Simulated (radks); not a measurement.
Results of a calculation; reference values are marked as such.
Ionisation of Pb58+, [Ar] 3d6, to Pb59+, [Ar] 3d5, under several functionals. Dirac Kohn-Sham, spin-unpolarised, spherical densities, point nucleus; open shells are shared between the two j in proportion to 2j + 1; a radial shooting solver on a logarithmic mesh with Libxc functionals.

| functional | E(Pb58+) (hartree) | Exc (hartree) | IE (eV) | -e(HOMO) (eV) | <r> HOMO (bohr) | IE error (eV) |
|---|---|---|---|---|---|---|
| BLYP | -17791.2894 | -246.6860 | 6065.9 | 5941.1 | 0.1520 | +50.9 |
| exchange-only PBE | -17788.6168 | -243.9992 | 6063.7 | 5938.9 | 0.1521 | +48.7 |
| PBE | -17789.9393 | -245.3250 | 6065.8 | 5941.0 | 0.1521 | +50.8 |
| exchange-only LDA | -17774.8842 | -230.1744 | 6061.7 | 5936.8 | 0.1521 | +46.7 |

NIST Atomic Spectra Database: 6015 eV (theoretical). Closest: exchange-only LDA. The Delta-SCF values span 4.26 eV, the total energies 16.41 hartree. The highest occupied level is 3d5/2. Spin polarisation and multiplet splitting are left out, so open shells lie too high by an amount that depends on their filling. Sharing an open shell by 2j + 1 raises it above the true ground level by a part of the spin-orbit splitting, which enters the differences from NIST.

Beside tabulated values, note that spin-unpolarised runs miss the spin-polarisation part of the exchange energy of open shells.
